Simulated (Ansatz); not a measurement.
ClFH2O3W (`[O]=[W]([OH])([OH])([F])[Cl]`). The species carries charge 0 and has multiplicity 1. W: def2 effective core potential.

Cartesian coordinates in Å:
```
O -1.359 -1.189 0.304
W -0.295 0.079 0.025
O 1.292 -0.160 1.025
O 0.651 -0.521 -1.464
F -0.741 1.212 1.474
Cl -1.374 1.659 -1.251
H 1.321 0.205 1.915
H 0.504 -1.284 -2.027
```

**Question.** List the harmonic frequencies (cm⁻¹, unscaled) at PBE0-D4/def2-TZVP in Ansatz. (Estimate.)

**Answer.** Computed: 71, 166, 197, 209, 230, 274, 327, 338, 391, 414, 463, 620, 686, 753, 780, 1076, 3868, 3911.

**Question.** Is this a minimum?

**Answer.** Yes, all 18 modes are real.

**Question.** Give the ideal-gas thermochemistry at 298.15 K and 1 bar (rigid rotor, harmonic oscillator; point group C1, symmetry number 1).

**Answer.** Zero-point energy 88.4 kJ/mol; H(298) − E = 113.0 kJ/mol; entropy 384.5 J/(mol·K), of which translation 179.5, rotation 118.4, vibration 86.6; G(298) − E = -1.7 kJ/mol. Modes under 100 cm⁻¹ are hindered rotations or soft bends, so the harmonic entropy is rough.

**Question.** And at 400, 500, 600, 800 and 1000 K?

**Answer.** 
```csv
T (K),H − E (kJ/mol),S (J/mol/K),G − E (kJ/mol)
400,126.5,423.4,-42.9
500,140.8,455.4,-86.9
600,155.8,482.7,-133.8
800,186.9,527.4,-235.0
1000,219.1,563.2,-344.2
```
